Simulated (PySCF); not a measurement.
Deuteron quadrupole couplings in `C=CP(CCC)C(=O)OC`

Compound: C₇H₁₃O₂P.
Structure used (GFN2-xTB), in Å, numbered top down from 1:
```xyz
23
C7H13O2P angstrom
C      0.664   -2.622   -0.005
C      0.997   -1.492   -0.608
P     -0.019    0.012   -0.706
C     -1.034   -0.058    0.851
C     -2.436   -0.615    0.618
C     -3.257    0.299   -0.278
C      1.277    1.170   -0.075
O      1.127    1.961    0.818
O      2.360    1.060   -0.839
C      3.452    1.936   -0.577
H      1.306   -3.488   -0.041
H     -0.253   -2.738    0.548
H      1.912   -1.420   -1.184
H     -0.496   -0.646    1.601
H     -1.100    0.973    1.211
H     -2.936   -0.729    1.584
H     -2.373   -1.605    0.159
H     -2.751    0.432   -1.234
H     -3.379    1.276    0.184
H     -4.242   -0.124   -0.463
H      3.090    2.852   -0.107
H      3.923    2.153   -1.533
H      4.162    1.442    0.089
```

Level: PBE0/pcSseg-1 (PySCF, non-relativistic); Q(2H) = 0.00286 b; rigid geometry, the same for H and D, with no vibrational averaging.

**Question.** Rank these positions by the coupling χzz of a deuteron there, largest first.
A. H12 (vinylic hydrogen)
B. H21 (methyl hydrogen)
C. H23 (methyl hydrogen)
D. H19 (methyl hydrogen)
E. H22 (methyl hydrogen)

**Answer.** A (225 kHz), D (212 kHz), E (205 kHz), C (200 kHz), B (196 kHz).

**Question.** Give the electric field gradient Vzz (the principal value of largest size), its asymmetry and the 2H coupling at each hydrogen.

**Answer.** 
| atom | bonded to | bond length (Å) | Vzz (au) | η | χzz (kHz) |
| --- | --- | --- | --- | --- | --- |
| H11 | C1 | 1.078 | 0.3353 | 0.05 | 225 |
| H12 | C1 | 1.077 | 0.3355 | 0.06 | 225 |
| H13 | C2 | 1.083 | 0.3212 | 0.06 | 216 |
| H14 | C4 | 1.094 | 0.3016 | 0.02 | 203 |
| H15 | C4 | 1.094 | 0.2966 | 0.02 | 199 |
| H16 | C5 | 1.093 | 0.3021 | 0.02 | 203 |
| H17 | C5 | 1.093 | 0.3020 | 0.02 | 203 |
| H18 | C6 | 1.089 | 0.3071 | 0.03 | 206 |
| H19 | C6 | 1.088 | 0.3152 | 0.02 | 212 |
| H20 | C6 | 1.087 | 0.3170 | 0.02 | 213 |
| H21 | C10 | 1.091 | 0.2918 | 0.10 | 196 |
| H22 | C10 | 1.088 | 0.3047 | 0.08 | 205 |
| H23 | C10 | 1.092 | 0.2982 | 0.08 | 200 |

**Question.** How does χzz go with the bond length over the 13 C–H bonds?

**Answer.** A straight-line fit has a slope of -15.8 kHz for each 0.01 Å, with a correlation coefficient of -0.94, over lengths from 1.077 to 1.094 Å. The longer bonds have the smaller couplings here.

**Question.** Give the 2H NMR doublet splittings at H15 for a magnetic field along the z, y and x axes of the gradient: 3χ/2, 3χ(1 + η)/4, 3χ(1 − η)/4.

**Answer.** With |χ| = 199.3 kHz and η = 0.022: 299, 153 and 146 kHz, to first order and without motion.

The structure is a single GFN2-xTB conformer in the gas phase; no vibrational or solvent corrections. GFN2-xTB bond lengths can be off by several hundredths of an ångström, more for odd bonds, and the gradients follow them. A larger basis could move these couplings by a tenth or more.
